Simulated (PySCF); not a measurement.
## Mass spectrum arithmetic for `N#C[Si@H](Cl)[GeH3]`

Species: `N#C[Si@H](Cl)[GeH3]`.

Calculated from tabulated atomic weights, isotope masses and abundances; no fragmentation.

(1) What are the average molar mass and the monoisotopic mass?

(2) Work out the cluster of the molecular ion M+•, one line a nominal mass.

(3) What resolving power m/Δm just matches the spacing of the species with one 37Cl and with one 76Ge?

(4) Which m/z would the protonated, sodiated and deprotonated molecule have?

(5) Resolve the fine structure: one atom at a time replaced by a minor isotope.

(6) Elemental analysis, calculated?

(7) Protons, neutrons, electrons, and exact less nominal mass of the monoisotopic species?

Results:

(1) For CH4ClGeNSi, with standard atomic weights, 1 × 14.007 + 1 × 12.011 + 1 × 28.085 + 1 × 35.450 + 1 × 72.630 + 4 × 1.008 = 166.215 g/mol. From the most abundant isotopes (14N, 12C, 28Si, 35Cl, 74Ge, 1H), 1 × 14.003074 + 1 × 12.000000 + 1 × 27.976927 + 1 × 34.968853 + 1 × 73.921178 + 4 × 1.007825 = 166.9013 u.

(2) 
| nominal mass | m/z (centroid) | relative intensity |
| --- | --- | --- |
| 163 | 162.9039 | 44.6 |
| 164 | 163.9039 | 2.9 |
| 165 | 164.9015 | 74.7 |
| 166 | 165.9027 | 21.4 |
| 167 | 166.9004 | 100.0 |
| 168 | 167.9003 | 12.2 |
| 169 | 168.8990 | 44.7 |
| 170 | 169.8991 | 2.9 |
| 171 | 170.8976 | 6.6 |
| 172 | 171.8981 | 0.4 |
| 173 | 172.8950 | 0.2 |

Cut off at 0.1 %. One electron mass, 0.00055 u, is taken off. Abundances used (%; other tables differ somewhat): 14N 99.632, 15N 0.368; 12C 98.93, 13C 1.07; 28Si 92.2297, 29Si 4.6832, 30Si 3.0872; 35Cl 75.78, 37Cl 24.22; 70Ge 20.84, 72Ge 27.54, 73Ge 7.73, 74Ge 36.28, 76Ge 7.61; 1H 99.9885, 2H 0.0115.

(3) They lie 0.00317 u apart at mass 168.90, so m/Δm is about 53000.

(4) [M+H]+ 167.9086, [M+Na]+ 189.8906, [M−H]− 165.8941, for the monoisotopic species (arithmetic only; whether such ions form is another matter).

(5) Intensity in % of the monoisotopic species:

```csv
isotope,mass shift (u),m/z,intensity (%)
70Ge,-3.99693,162.9039,57.44
72Ge,-1.99910,164.9017,75.91
73Ge,-0.99772,165.9031,21.31
15N,+0.99703,167.8978,0.37
29Si,+0.99957,167.9004,5.08
13C,+1.00335,167.9041,1.08
2H,+1.00628,167.9071,0.05
30Si,+1.99684,168.8976,3.35
37Cl,+1.99705,168.8978,31.96
76Ge,+2.00022,168.9010,20.98
```

Species under 0.02 % are left out.

(6) N 8.43 %, C 7.23 %, Si 16.90 %, Cl 21.33 %, Ge 43.70 %, H 2.43 %.

(7) 80 protons, 87 neutrons and 80 electrons; 166.9013 − 167 = -0.0987 u.
